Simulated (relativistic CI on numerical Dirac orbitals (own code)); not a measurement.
## Forbidden transitions in Ce²³⁺

Computed by Dirac-Coulomb-Breit CI, separate exchange-only KLI orbitals for each configuration, model QED (radiative potential, 1s self-energy scaled to tabulated hydrogen-like ionisation energies), unscaled Slater integrals (own radial code, finite nucleus).

Configurations in the expansion (outside the closed core [Ar] 3d10): 4s²4p⁵, 4s4p⁶, 4s²4p⁴4d, 4s4p⁵4d, 4s²4p⁴4f, 4s4p⁵4f, 4p⁶4d, 4s4p⁴4d², 4s²4p³4d4f, 4p⁶4f, 4s²4p⁴5s, 4s²4p⁴5p, 4p⁶5s, 4p⁵4d4f, 4s4p⁴4d5s, 4s4p⁵5s, 4s²4p⁴5d, 4s4p⁴4f², 4s²4p³4f5s, 4s4p⁵5p, 4s²4p⁴5f, 4s²4p⁴5g, 4s4p⁵5d, 4s²4p⁴6s, 4s²4p⁴6p, 4p⁵4f5s, 4s4p⁵5f, 4s²4p³4d², 4s²4p²4d³, 4s4p³4d³, 4s²4p²4d²4f, 4s4p³4d²4f, 4s²4p²4d²5s, 4p⁵4d², 4p⁴4d³, 4p⁴4d²4f, 4p⁴4d²5s, 4p⁵4d5s, 4p⁴4d4f5s, 4p⁴4d5s², 4s²4p³5s², 4s²4p²4d5s², 4s4p³4d5s², 4s²4p²4f5s², 4s4p³4f5s². Double excitations out of closed p, d and f shells are left out; levels of such configurations are missing from the list, as are those of other unlisted configurations, and high levels can miss mixing partners. These lack a partner that the ground configuration has and come out too high: 4s²4p⁴5p, 4s4p⁵5s, 4s²4p⁴5d, 4s4p⁵5p, 4s²4p⁴5f.

```tsv
λ vac (nm)	Lower	Upper	Type	A (s⁻¹)	gf	Branching (%)
36.084	4s²4p⁴4d ⁴D7/2 [7]	4s²4p⁴4d ²F7/2 [24]	M1	5.34e+03	8.33e-07	5.8
39.908	4s²4p⁴4d ²F7/2 [8]	4s²4p⁴4d ²F7/2 [24]	M1	1.50e+04	2.87e-06	16.3
40.563	4s²4p⁴4d ⁴F9/2 [9]	4s²4p⁴4d ²F7/2 [24]	M1	5.22e+04	1.03e-05	56.7
42.356	4s²4p⁴4d ⁴D7/2 [7]	4s²4p⁴4d ²G9/2 [22]	M1	4.65e+03	1.25e-06	6.7
45.311	4s²4p⁴4d ⁴D5/2 [5]	4s²4p⁴4d ²F7/2 [19]	M1	1.17e+04	2.87e-06	13.4
47.725	4s²4p⁴4d ²F7/2 [8]	4s²4p⁴4d ²G9/2 [22]	M1	8.41e+03	2.87e-06	12.0
48.664	4s²4p⁴4d ⁴F9/2 [9]	4s²4p⁴4d ²G9/2 [22]	M1	5.47e+04	1.94e-05	78.1
48.884	4s²4p³4d² ⁶F°11/2 [54]	4s²4p³4d² ⁴H°13/2 [106]	M1	1.56e+04	7.81e-06	86.9
49.088	4s²4p⁴4d ⁴D7/2 [7]	4s²4p⁴4d ²F7/2 [19]	M1	4.48e+04	1.29e-05	51.3
50.001	4s²4p⁴4d ⁴D7/2 [7]	4s²4p⁴4d ⁴F7/2 [18]	M1	4.18e+03	1.25e-06	5.5
52.276	4s²4p⁵ ²P°3/2 [1]	4s²4p⁵ ²P°1/2 [2]	M1	1.25e+05	1.02e-05	98.7
54.296	4s²4p³4d² ⁴G°11/2 [66]	4s²4p³4d² ²I°13/2 [121]	M1	1.32e+04	8.14e-06	76.5
55.316	4s²4p⁴4d ²D5/2 [12]	4s²4p⁴4d ²F7/2 [24]	M1	8.66e+03	3.18e-06	9.4
57.657	4s²4p⁴4d ²F7/2 [8]	4s²4p⁴4d ⁴F7/2 [18]	M1	3.67e+04	1.46e-05	48.2
57.766	4s²4p⁴4d ⁴F9/2 [9]	4s²4p⁴4d ²F7/2 [19]	M1	2.40e+04	9.60e-06	27.5
59.035	4s²4p⁴4d ⁴F9/2 [9]	4s²4p⁴4d ⁴F7/2 [18]	M1	2.37e+04	9.91e-06	31.2
61.903	4s²4p⁴4d ⁴F5/2 [14]	4s²4p⁴4d ²F7/2 [24]	M1	3.73e+03	1.71e-06	4.0
93.143	4s²4p⁴4d ²D5/2 [12]	4s²4p⁴4d ²F7/2 [19]	M1	2.82e+03	2.94e-06	3.2
96.485	4s²4p⁴4d ²D5/2 [12]	4s²4p⁴4d ⁴F7/2 [18]	M1	3.41e+03	3.81e-06	4.5
118.47	4s²4p⁴4d ⁴F5/2 [14]	4s²4p⁴4d ⁴F7/2 [18]	M1	5.89e+03	9.92e-06	7.7
```

Terms are leading LS components. Brackets give the number of a level in order of energy, since labels repeat. The list gives strong lines, with weight on those to low levels, among the lowest 400 of 9441 levels, so that lines to higher ones, which can be the strongest, are missing. Levels whose partners in the same complex of configurations lie outside the list can be far off, and so can their lines. Rates are taken at the computed energies, electric ones in the length gauge.

At this charge energies of transitions that change n are usually good to better than 1 %, and those within a shell (Δn = 0) to a few per cent.

LS names give the leading component of a level, which can be under half, so a name can repeat, a term be missing and a line seem to break the LS rules.
